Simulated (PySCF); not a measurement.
A small calculation by hand: dipole moment from atomic charges

CH₅BrInN, SMILES [CH3][In]([NH2])[Br]. Atoms are numbered in the order given.

```xyz
9

In     0.4849     0.4976     0.1454
Br    -1.2171    -1.2933    -0.4058
C      0.4189     2.3559    -0.9539
H      0.5280     2.1340    -2.0244
H      1.2217     3.0294    -0.6250
H     -0.5591     2.8265    -0.7811
N      1.5792    -0.0726     1.7586
H      2.5005     0.3279     1.9193
H      1.5788    -1.0600     2.0047
```

Coordinates come from a B3LYP-D3(BJ)/def2-SVP optimisation. The structure was generated by enumeration; whether it is a known compound was not checked. The def2 effective core potentials stand for the cores of In; spin–orbit coupling is left out. One conformer was computed; it need not be the lowest.

Charges (e) from PBE0/def2-TZVP (PySCF):

| atom | Mulliken | ESP fit |
|---|---|---|
| In1 | 0.836 | 0.792 |
| Br2 | -0.429 | -0.358 |
| C3 | -0.618 | -0.656 |
| H4 | 0.159 | 0.148 |
| H5 | 0.155 | 0.186 |
| H6 | 0.160 | 0.174 |
| N7 | -0.754 | -0.935 |
| H8 | 0.238 | 0.333 |
| H9 | 0.254 | 0.316 |

The dipole moment of the full density is 3.65 D.

What dipole moment does each set of point charges give, and which comes closer to that of the density?


μ = Σ q r, and 1 e Å = 4.8032 D.
Mulliken: Σ q r = (0.658, 0.640, -0.019) e Å, |μ| = 4.41 D.
ESP fit: Σ q r = (0.608, 0.525, -0.037) e Å, |μ| = 3.86 D.
ESP fit comes closer in size. Point charges leave out the atoms' own dipoles (lone pairs, polarised bonds); fits to the potential absorb them, partitions of the density don't.
